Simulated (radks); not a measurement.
The iridium anion Ir- inside a hard spherical wall (all orbitals vanish at R), configuration held at [Xe] 4f14 5d8 6s2 and not refilled when levels cross. All-electron calculation, scalar-relativistic Kohn-Sham, PBE, spin-polarised, spherical densities, finite nucleus; open shells are filled with parallel spins first (spin-orbit coupling, left out, can overturn this in heavy ions); Fermi nuclear charge, rms radius 5.4032 fm. Program: a radial shooting solver on a logarithmic mesh with Libxc functionals. Eigenvalues in eV for spin up, with the zero of energy where the potential of the charges vanishes at infinity; a dash marks a level that is unbound or too diffuse for the functional's potential to be trusted. A positive occupied level is held by the wall or, in an anion where self-interaction has pushed it up, behind a barrier. The pressure on the wall is -dE/dV.

[
 {"R (bohr)": "15", "E (hartree)": "-17824.2270", "kinetic (hartree)": "19807.363", "e(4f)": "-53.268", "e(5p)": "-46.363", "e(6s)": "0.081", "e(5d)": "0.494", "e(6p, empty)": "3.064", "e(7s, empty)": "3.180", "pressure (GPa)": "0.000853"},
 {"R (bohr)": "8", "E (hartree)": "-17824.2133", "kinetic (hartree)": "19807.441", "e(4f)": "-52.513", "e(5p)": "-45.599", "e(6s)": "0.716", "e(5d)": "1.216", "e(6p, empty)": "5.122", "e(7s, empty)": "8.923", "pressure (GPa)": "0.408"},
 {"R (bohr)": "7", "E (hartree)": "-17824.1951", "kinetic (hartree)": "19807.535", "e(4f)": "-51.919", "e(5p)": "-45.007", "e(6s)": "1.230", "e(5d)": "1.760", "e(6p, empty)": "6.124", "e(7s, empty)": "12.089", "pressure (GPa)": "1.34"},
 {"R (bohr)": "6", "E (hartree)": "-17824.1467", "kinetic (hartree)": "19807.766", "e(4f)": "-50.746", "e(5p)": "-43.858", "e(6s)": "2.277", "e(5d)": "2.799", "e(6p, empty)": "7.931", "e(7s, empty)": "17.686", "pressure (GPa)": "5.06"},
 {"R (bohr)": "5", "E (hartree)": "-17824.0025", "kinetic (hartree)": "19808.400", "e(4f)": "-48.244", "e(5p)": "-41.473", "e(6s)": "4.646", "e(5d)": "4.938", "e(6p, empty)": "11.643", "e(7s, empty)": "28.657", "pressure (GPa)": "23.0"},
 {"R (bohr)": "3.5", "E (hartree)": "-17822.8074", "kinetic (hartree)": "19813.033", "e(4f)": "-36.719", "e(5p)": "-31.204", "e(6s)": "17.994", "e(5d)": "14.705", "e(6p, empty)": "30.586", "e(7s, empty)": "78.332", "pressure (GPa)": "380"},
 {"R (bohr)": "2", "E (hartree)": "-17804.8996", "kinetic (hartree)": "19876.380", "e(4f)": "24.488", "e(5p)": "20.741", "e(6s)": "141.51", "e(5d)": "77.364", "e(6p, empty)": "181.38", "e(7s, empty)": "392.99", "pressure (GPa)": "25300"}
]
